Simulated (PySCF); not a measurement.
C₅H₇O₂S (doublet state).
Geometry (GFN2-xTB, Å), atoms numbered from 1 in this order:
```
atom  x, y, z in Å
C1     3.2698    0.4007    0.0648
C2     2.1329    0.2133   -0.5260
S3     0.6720   -0.6075    0.0746
O4     0.7047   -1.9764   -0.3596
O5     0.6014   -0.3377    1.4891
C6    -0.6927    0.2640   -0.7813
C7    -1.9582   -0.3320   -0.2970
C8    -2.7833    0.2700    0.5418
H9     3.4882    0.0779    1.0817
H10    4.0876    0.9088   -0.4270
H11   -0.5160    0.0963   -1.8402
H12   -0.5895    1.3127   -0.5182
H13   -2.1455   -1.3426   -0.6322
H14   -3.6752   -0.2108    0.9031
H15   -2.6007    1.2714    0.8952
```

The hyperfine couplings belong to this conformer and change with its torsions.

As a line formula: `S(=O)(CC=C)([C]=C)=O` [radical].

Method: PySCF, UKS B3LYP, pcH-1 on C H O S, non-relativistic, mean-field spin-orbit, GIAO. Isolated species at its GFN2-xTB geometry (one conformer only). The geometry wasn't refined by DFT: couplings that depend on bond lengths, twists or pyramidal angles can differ widely from those at the functional's own minimum. The SCF solution wasn't tested for stability.

Principal values of hyperfine tensors in MHz (contact, dipolar and spin–orbit terms together), for some of the nuclei:

```
atom  isotope      A1      A2      A3
  C2      13C  269.34  290.16  470.97
 H10       1H  100.37  102.07  118.56
  S3      33S   28.73   30.16   41.79
  C1      13C  -28.22   -6.39    6.97
  C6      13C   -5.67   -4.94   -3.77
  O5      17O  -37.36   11.40   13.14
 H11       1H   -0.47    0.10    8.52
  C7      13C    0.92    1.16    2.00
```

Q: Split each tensor into its isotropic and traceless parts, and turn a_iso into mT with g = 2.0025.

A: a_iso is a third of the trace, T = A − a_iso, and a(mT) = a(MHz)/(g × 13.996). The tensors hold a spin–orbit part: the run splits a_iso into a_FC + a_SO, and T includes its anisotropic share.

| atom | a_iso (MHz) | a_FC | a_SO | a_iso (mT) | T1 | T2 | T3 |
| --- | --- | --- | --- | --- | --- | --- | --- |
| C2 | 343.49 | 343.62 | -0.13 | 12.255 | -74.15 | -53.33 | 127.48 |
| H10 | 107.00 | 107.00 | 0.00 | 3.818 | -6.63 | -4.93 | 11.56 |
| S3 | 33.56 | 33.60 | -0.04 | 1.197 | -4.83 | -3.40 | 8.23 |
| C1 | -9.21 | -9.21 | 0.00 | -0.329 | -19.01 | 2.83 | 16.18 |
| C6 | -4.80 | -4.78 | -0.01 | -0.171 | -0.87 | -0.15 | 1.02 |
| O5 | -4.27 | -4.15 | -0.13 | -0.153 | -33.09 | 15.67 | 17.41 |
| H11 | 2.72 | 2.72 | 0.00 | 0.097 | -3.18 | -2.62 | 5.80 |
| C7 | 1.36 | 1.36 | 0.00 | 0.049 | -0.44 | -0.20 | 0.64 |

Q: What spin density at the nucleus of C6 lies behind its contact coupling (g_N = 1.40482)?

A: a_FC = 800.24 MHz bohr³ × g_N × ρ(0)/(2S). With a_FC = -4.78 MHz and 2S = 1, ρ(0) = -0.004254 bohr⁻³.

Q: H9 (1H, g_N = 5.58569) isn't in the table. Its spin density at the nucleus is 0.03696 bohr⁻³. What is its contact coupling?

A: By the same relation, a_FC = 165.2 MHz. Its full tensor has the principal values 160.22, 163.96, 171.48 MHz.

Q: Name the largest traceless tensor T of the table and describe it.

A: C2: -74.2, -53.3, 127.5 MHz (the dipolar term alone has -74.0, -53.3, 127.4), rhombic: the two smaller values differ by 16 % of the largest.

Q: In a single crystal, with the field along each principal axis of the tensor of H10 in turn, what first-order splitting does this nucleus give (isotropic g, quadrupole terms neglected)?

A: 2 lines (I = 1/2), spaced by |A_i|/(g × 13.996): 3.58, 3.64, 4.23 mT along the axes of A1, A2 and A3.
